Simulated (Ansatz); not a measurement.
Geometry optimisation, RKS PBE-D4/6-31G in Ansatz.

The input (input.yaml):

```yaml
crystal:
  periodic: [false, false, false]
  atoms:
    - { symbol: O, position_ang: [-0.7761, -2.0153, 0.8267] }
    - { symbol: C, position_ang: [0.314, -1.112, 0.6953] }
    - { symbol: Si, position_ang: [0.0426, 0.5587, -0.2107] }
    - { symbol: O, position_ang: [1.5691, 1.3806, -0.4349] }
    - { symbol: O, position_ang: [-0.5991, 0.3255, -1.711] }
    - { symbol: O, position_ang: [-0.9482, 1.589, 0.6118] }
    - { symbol: H, position_ang: [-1.1309, -2.1263, -0.0832] }
    - { symbol: H, position_ang: [1.1366, -1.6574, 0.1695] }
    - { symbol: H, position_ang: [0.6821, -0.8922, 1.7523] }
    - { symbol: H, position_ang: [1.8728, 1.2671, -1.2964] }
    - { symbol: H, position_ang: [-1.5211, 0.6676, -1.731] }
    - { symbol: H, position_ang: [-0.5648, 1.9596, 1.4456] }
basis:
  gaussian: { orbitals: "6-31G" }
hamiltonian:
  xc: pbe
  dispersion: d4
relax:
  f_tol: 0.02
  max_steps: 40
output:
  orbitals: {}
```

Command:

```bash
$ ansatz run input.yaml --threads 2 --pin off --max-ram 3072MiB --backend cpu --events-out ev --progress --plain --runs-dir out
```

Task: Where does it end, and by what steps?

Result: The run converged. Limits of this set-up: no polarisation functions. After 13 steps the energy has fallen by 0.761 eV; H10 moved furthest, 0.61 Å.

```json
{"step": "0", "energy less start (eV)": "0.0000", "largest force component (eV/Å)": "3.459", "accepted": "yes"}
{"step": "1", "energy less start (eV)": "-0.5065", "largest force component (eV/Å)": "1.732", "accepted": "yes"}
{"step": "2", "energy less start (eV)": "-0.6460", "largest force component (eV/Å)": "0.716", "accepted": "yes"}
{"step": "3", "energy less start (eV)": "-0.6186", "largest force component (eV/Å)": "0.789", "accepted": "no"}
{"step": "4", "energy less start (eV)": "-0.6909", "largest force component (eV/Å)": "0.396", "accepted": "yes"}
{"step": "5", "energy less start (eV)": "-0.7103", "largest force component (eV/Å)": "0.236", "accepted": "yes"}
{"step": "6", "energy less start (eV)": "-0.7249", "largest force component (eV/Å)": "0.259", "accepted": "yes"}
{"step": "7", "energy less start (eV)": "-0.7250", "largest force component (eV/Å)": "1.025", "accepted": "yes"}
{"step": "8", "energy less start (eV)": "-0.7496", "largest force component (eV/Å)": "0.106", "accepted": "yes"}
{"step": "9", "energy less start (eV)": "-0.7262", "largest force component (eV/Å)": "0.425", "accepted": "no"}
{"step": "10", "energy less start (eV)": "-0.7595", "largest force component (eV/Å)": "0.127", "accepted": "yes"}
{"step": "11", "energy less start (eV)": "-0.7594", "largest force component (eV/Å)": "0.129", "accepted": "no"}
{"step": "12", "energy less start (eV)": "-0.7607", "largest force component (eV/Å)": "0.048", "accepted": "yes"}
{"step": "13", "energy less start (eV)": "-0.7608", "largest force component (eV/Å)": "0.014", "accepted": "yes"}
```

```xyz
12
Properties=species:S:1:pos:R:3
O -0.843 -1.953 0.709
C 0.407 -1.193 0.741
Si 0.131 0.467 -0.157
O 1.697 1.058 -0.575
O -0.857 -0.042 -1.483
O -0.841 1.724 0.541
H -1.204 -1.876 -0.214
H 1.243 -1.722 0.240
H 0.679 -1.067 1.799
H 1.826 1.853 -1.135
H -1.558 0.552 -1.826
H -0.604 2.144 1.394
```

Whether the end is a true minimum wasn't checked by a vibrational analysis.

The run took 51 s on 2 threads of Arm Neoverse N1 (shared host), peak memory 0.15 GiB.
